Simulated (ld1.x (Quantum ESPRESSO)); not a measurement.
# Cd, TM: configuration errors across variants

```json
{
  "Element": "Cd",
  "Generator": "ld1.x (Quantum ESPRESSO) 7.5",
  "Type": "norm-conserving Troullier–Martins (Kleinman–Bylander form)",
  "Functional": "PBE",
  "Relativity": "scalar-relativistic",
  "Frozen core": "[Kr]",
  "Valence charge": "12",
  "Reference configuration": "4d10 5s2 5p0",
  "Partial waves": "5s (bound): rc 2.60 bohr; 5p (bound, empty): rc 3.55 bohr; 4d (bound): rc 1.85 bohr",
  "Local potential": "all-electron potential smoothed inside 1.85 bohr (lloc = -1)",
  "Core correction": "Bessel-smoothed model core inside 0.90 bohr"
}
```

All-electron excitation energies from the reference (eV): (1) 4d10 5s1 5p0 9.272; (2) 4d10 5s0 5p0 26.398; (3) 4d9 5s0 5p0 64.407; (4) 4d10 5s0 5p2 9.670; (5) 4d9 5s2 5p1 12.646; (6) 4d8 5s0 5p0 118.470; (7) 4d10 5s0 5p1 15.051.

Tests that are not counted but printed errors over 1 eV. “local potential the d channel”: 4d9 5s2 5p1 (solver errors, printed error -2.9 eV).

3 further variants failed, have other tests or another functional or relativity, and are left out.

A true bound ghost makes a file unfit for plane-wave use even where its test errors are small: the radial tests pick states by their node count and pass the ghost by. Where a test does run into it, the solver fails or the error is huge.

Errors AE − PS in meV (a dash: test not solved or not reliable):

| change | (1) | (2) | (3) | (4) | (5) | (6) | (7) | bound ghosts |
| --- | --- | --- | --- | --- | --- | --- | --- | --- |
| base | -8.9 | -41 | -131 | +13 | -116 | -537 | +15 | s |
| type ultrasoft; waves now 5s (bound): rcut 2.25, rcutus 2.60 bohr; 5s channel at 0.85 Ry: rcut 2.25, rcutus 2.60 bohr; 5p (bound): rcut 3.10, rcutus 3.55 bohr; 5p channel at 0.9 Ry: rcut 3.10, rcutus 3.55 bohr; 4d (bound): rcut 1.60, rcutus 1.85 bohr; 4d channel at 0.9 Ry: rcut 1.60, rcutus 1.85 bohr; local potential all-electron potential smoothed inside 2.40 bohr (lloc = -1); augmentation PSQ, inside the norm-conserving radii | -6.8 | -42 | -113 | -2.7 | -76 | -281 | -10 | none |
| local potential the d channel | -6.3 | -41 | -130 | +3.6 | – | -518 | -3.6 | s, p |
| all radii but the core radius scaled by about 1.10 (s 2.86, p 3.92, d 2.04 bohr); local potential all-electron potential smoothed inside 2.04 bohr (lloc = -1) | +5.1 | -50 | -236 | +12 | +364 | -746 | +14 | s |
| local potential all-electron potential smoothed inside 4.18 bohr (lloc = -1) | -20 | -58 | -431 | -12 | -333 | -1464 | -38 | s |
| wave 4d (bound): rc 1.85 bohr becomes 4d (bound): rc 1.94 bohr | -8.7 | -40 | -133 | +13 | -111 | -528 | +15 | s |
| core correction Bessel-smoothed model core inside 0.76 bohr | -8.9 | -41 | -131 | +13 | -116 | -537 | +15 | s |
| wave 5s (bound): rc 2.60 bohr becomes 5s (bound): rc 2.90 bohr | -10 | -52 | -218 | +3.6 | -121 | -717 | +6.1 | s |
| local potential all-electron potential smoothed inside 3.72 bohr (lloc = -1) | -13 | -53 | -373 | +2.2 | -230 | -1308 | -5.6 | none |

Task: Give the same row for: wave 5p (bound): rc 3.55 bohr becomes 5p (bound): rc 5.08 bohr.

Result: -8.9, -41, -131, +47, -71, -537, +56; bound ghosts: s.
